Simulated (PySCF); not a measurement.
C₄H₇BFN, SMILES CB(F)C=C=CN. Heavy atoms are numbered as in [CH3:1][B:2]([F:3])[CH:4]=[C:5]=[CH:6][NH2:7]. Hydrogens are named by the atom that carries them.

Coordinates come from a B3LYP-D3(BJ)/def2-SVP optimisation. The structure was generated by enumeration; whether it is a known compound was not checked. One conformer was computed; it need not be the lowest.

Calculation: PBE0/pcSseg-1 run with PySCF.

GIAO shieldings, no solvent; atoms alike by connectivity are averaged. δ = σ(ref) − σ: ¹³C against TMS (σ = 186.3 ppm); ¹¹B against BF3 (σ = 88.8 ppm); ¹⁹F against CFCl3 (σ = 167.2 ppm); ¹⁵N against NH3 (σ = 267.4 ppm); ¹H against TMS (σ = 31.56 ppm), references at their B3LYP-D3(BJ)/def2-TZVP geometries, non-relativistic.

| atoms | nucleus | count | δ (ppm) |
|---|---|---|---|
| C5 | ¹³C | 1 | … |
| C6 (CH) | ¹³C | 1 | … |
| C4 (CH) | ¹³C | 1 | … |
| C1 (CH3) | ¹³C | 1 | 3.8 |
| B2 | ¹¹B | 1 | … |
| F3 | ¹⁹F | 1 | -34.8 |
| N7 (NH2) | ¹⁵N | 1 | 46.2 |
| H on C6 | ¹H | 1 | … |
| H on C4 | ¹H | 1 | 6.37 |
| H on N7 | ¹H | 2 | 1.70 |
| H on C1 | ¹H | 3 | 0.91 |

### Question
Complete the blanks. (The exact figures need the calculation; the answer reports its results.)

### Answer

- C6 (CH), δ (ppm): 109.2
- B2, δ (ppm): 39.7
- H on C6, δ (ppm): 6.71
- C5, δ (ppm): 247.9
- C4 (CH), δ (ppm): 107.1
